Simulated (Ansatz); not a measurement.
# Group exchange: C2H5CdF + SiH2(OH)(SiH3) → Cd(CH3)F + CH8OSi2

Species: C2H5CdF `C[CH2][Cd][F]`, singlet; SiH2(OH)(SiH3) (disilanol), singlet; Cd(CH3)F, singlet; CH8OSi2 `CO[SiH2][SiH3]`, singlet. The partners trade CH3 for H: C–CH3 and O–H bonds give way to C–H and O–CH3.

Shapes, held fixed at every level: PBE0-D4/def2-TZVP. Flexible molecules stand in one conformer, not always the lowest. Programs: Ansatz 0.2.0. The zero-point and thermal change to 298 K, harmonic and unscaled (PBE0-D4/def2-TZVP), is -0.9 kJ/mol.

```csv
level,kind,ΔH(298 K) (kJ/mol),less CCSD(T)/def2-TZVPP,CPU time (sum over the molecules)
PBE-D4/def2-TZVPP,GGA,+34.9,+1.7,24 s
B3LYP-D4/def2-TZVPP,global hybrid,+28.4,-4.8,42 s
BHLYP-D4/def2-TZVPP,global hybrid,+26.3,-6.9,28 s
r2SCAN0-D4/def2-TZVPP,global hybrid,+33.0,-0.2,42 s
MP2/def2-TZVPP,perturbation theory,+38.4,+5.2,–
CCSD(T)/def2-SVP,coupled cluster or CI,+28.0,-5.2,42 s
CCSD/def2-TZVPP,coupled cluster or CI,+31.9,-1.3,–
CCSD(T)/def2-TZVPP,coupled cluster or CI,+33.2,0.0,14 min
```

The highest level, CCSD(T)/def2-TZVPP, gives ΔH(298 K) = +33.2 kJ/mol; the levels span +26.3 to +38.4. The column of differences is taken from that level and isn't an error. No measured value is set beside it here. For atoms past krypton def2 sets carry core potentials with scalar relativity. Correlated rows may include outer-core shells of Cd, which these sets cover unevenly. Times are processor times on shared x86 and Arm servers, and rough.
